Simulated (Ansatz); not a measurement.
PBE exchange is replaced step by step with exact exchange (0 % is PBE, 25 % PBE0; no dispersion term), basis def2-TZVP, Ansatz. System: the cluster ZnTe2 (the lowest singlet isomer of a short search). Total charge 0; singlet. Geometry: B3LYP-D4/def2-TZVP, each spin state at its own.

Geometry of the singlet:

Cartesian coordinates in Å:
```
Zn -0.269 -1.104 0.682
Te -0.507 -0.053 -1.573
Te 0.776 1.156 0.891
```

In the def2 sets Te takes a core potential; there is no spin–orbit coupling. The structure comes from a short search, and lower isomers may exist.

```tsv
exact exchange (%)	HOMO (eV)	LUMO (eV)	gap (eV)	triplet − singlet (kJ/mol)	quintet − singlet (kJ/mol)
0	-4.69	-4.37	0.32	-2.8	152.7
5	-4.87	-4.24	0.62	-3.7	153.8
10	-5.05	-4.11	0.94	-4.5	155.1
25	-5.59	-3.72	1.88	-6.5	159.9
35	-5.96	-3.45	2.51	-7.7	163.7
50	-6.52	-3.04	3.48	-9.2	165.7
```

(1) Fit a straight line to the column «quintet − singlet (kJ/mol)» against the share of exact exchange and predict its value at 15 %.

## Answers

(1) With x = exact exchange (%) and y = quintet − singlet (kJ/mol): mean x = 20.83, mean y = 158.5; Σ(x − x̄)(y − ȳ) = 521.6, Σ(x − x̄)² = 1871; slope b = 0.2788, intercept a = ȳ − b·x̄ = 152.7. The residuals of the fitted rows reach 1.2. At x = 15 the line gives 152.7 + (0.2788 × 15) = 156.9; the run gave 156.5, 0.4 less than the line.
